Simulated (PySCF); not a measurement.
C₆H₆BF₂N.
Geometry (PBE0-D3(BJ)/def2-SVP, Å), atoms numbered from 1 in this order:
```
atom  x, y, z in Å
N1    -2.8415    0.0062    0.0145
C2    -1.4741    0.0030    0.0018
C3    -0.7566   -1.1890   -0.2267
C4     0.6273   -1.1889   -0.2031
C5     1.3621   -0.0162    0.0465
B6     2.8952   -0.0225    0.0637
F7     3.5967    1.0803    0.2875
F8     3.5948   -1.1291   -0.1461
C9     0.6363    1.1661    0.2750
C10   -0.7475    1.1843    0.2548
H11   -3.3172    0.8950   -0.0458
H12   -3.3269   -0.7733   -0.4064
H13   -1.3041   -2.1153   -0.4207
H14    1.1626   -2.1249   -0.3848
H15    1.1784    2.0952    0.4710
H16   -1.2879    2.1172    0.4363
```

Computed with PySCF at wB97X-D/def2-SVPD, non-relativistic, on one gas-phase PBE0-D3(BJ)/def2-SVP geometry that isn't relaxed in the solvent. The solvent is an IEF-PCM continuum (Bondi radii, 1.10 Å for H, scaled by 1.2), and excitations are vertical TDDFT with non-equilibrium linear response and a frozen core. Specific hydrogen bonds and non-electrostatic terms are outside this model.

Gas-phase singlets (H = HOMO, L = LUMO):

```csv
state,E (eV),λ (nm),f,leading configurations
S1,4.915,252,0.013,"H→L+1 75%, H-1→L 24%"
S2,5.139,241,0.384,H→L 92%
S3,6.169,201,0.004,"H→L+2 55%, H→L+3 37%"
S4,6.188,200,0.224,"H-1→L 73%, H→L+1 23%"
S5,6.849,181,0.175,"H→L+3 34%, H-1→L+1 28%, H→L+2 23%"
```

**Question.** How does the list change in acetone (ε = 20.49)?

**Answer.** 
| state | E (eV) | λ (nm) | f | leading configurations | change by rank (eV) |
| --- | --- | --- | --- | --- | --- |
| S1 | 4.865 | 255 | 0.022 | H→L+1 79%, H-1→L 20% | -0.050 |
| S2 | 4.931 | 251 | 0.524 | H→L 94% | -0.208 |
| S3 | 6.023 | 206 | 0.260 | H-1→L 77%, H→L+1 20% | -0.146 |
| S4 | 6.278 | 197 | 0.002 | H→L+2 59%, H→L+3 34% | +0.090 |
| S5 | 6.727 | 184 | 0.655 | H-1→L+1 93% | -0.122 |

**Question.** How does the list change in water (ε = 78.36)?

**Answer.** 
```tsv
state	E (eV)	λ (nm)	f	leading configurations	change by rank (eV)
S1	4.864	255	0.021	H→L+1 79%, H-1→L 20%	-0.051
S2	4.931	251	0.519	H→L 94%	-0.208
S3	6.024	206	0.254	H-1→L 77%, H→L+1 20%	-0.145
S4	6.272	198	0.002	H→L+2 60%, H→L+3 33%	+0.084
S5	6.737	184	0.651	H-1→L+1 93%	-0.112
```

**Question.** The ground-state energy changes by -0.328 eV from gas to water. By how much does the total energy of gas-phase S1 change?

**Answer.** E(S1) = E(S0) + excitation energy, so it changes by -0.328 − 0.051 = -0.379 eV: it is lowered more than the ground state, which is what a red shift means. This is the vertical state, with the slow part of the continuum still set for S0.

**Question.** How do the frontier levels move from gas to water?

**Answer.** 
```tsv
orbital	gas (eV)	solvent (eV)	change (eV)	Löwdin shares, gas	Löwdin shares, solvent
LUMO+2	2.02	1.88	-0.14	B6 41 %, C10 6 %, C3 6 %, N1 5 %	B6 62 %, F8 7 %, F7 7 %, C4 4 %
LUMO+1	1.31	1.38	+0.07	C4 19 %, C9 18 %, C3 18 %, C10 18 %	C4 18 %, C9 18 %, C3 18 %, C10 18 %
LUMO	0.74	0.73	-0.01	C2 16 %, B6 15 %, C5 15 %, C9 11 %	B6 17 %, C2 16 %, C5 14 %, C9 11 %
HOMO	-8.12	-7.96	+0.16	N1 25 %, C5 19 %, C2 13 %, C10 11 %	N1 27 %, C5 18 %, C2 12 %, C10 11 %
HOMO-1	-9.36	-9.32	+0.04	C3 21 %, C10 21 %, C4 20 %, C9 20 %	C3 20 %, C10 20 %, C4 20 %, C9 20 %
HOMO-2	-11.37	-11.24	+0.13	N1 28 %, C5 19 %, C9 12 %, C4 12 %	N1 29 %, C5 19 %, C9 11 %, C4 11 %
HOMO-3	-11.69	-11.55	+0.14	C5 26 %, B6 16 %, C9 10 %, C4 9 %	C9 13 %, C4 13 %, C5 12 %, C10 12 %
```

The HOMO–LUMO gap goes from 8.86 to 8.69 eV. Rows go by rank; for HOMO-3, HOMO-2 and LUMO+2 the atom shares or the degeneracy differ between the runs, so the row needn't follow one orbital.

The pairwise dispersion term of wB97X-D wasn't added to the energies; at a given geometry it leaves orbitals and properties as they are.
